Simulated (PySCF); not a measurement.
## Electron correlation in Nb⁺ (niobium, charge +1)

[Kr] 4d4, high-spin 5D determinant. Calculation: PySCF 2.14, in x2c-QZVPPall (13s8p7d3f2g, 111 functions); scalar relativity by spin-free X2C-1e. Frozen: [Kr]; 4 electrons correlated.

| level | correlation energy (mhartree) |
| --- | --- |
| CCSD | -42.84 |
| (T) | -0.71 |
| CCSD(T) | -43.55 |

Diagnostics: T1 = 0.0036, D1 = 0.0066, largest double amplitude 0.020.

Cost of the coupled-cluster step: roughly 21 core-seconds, for 4 correlated electrons.
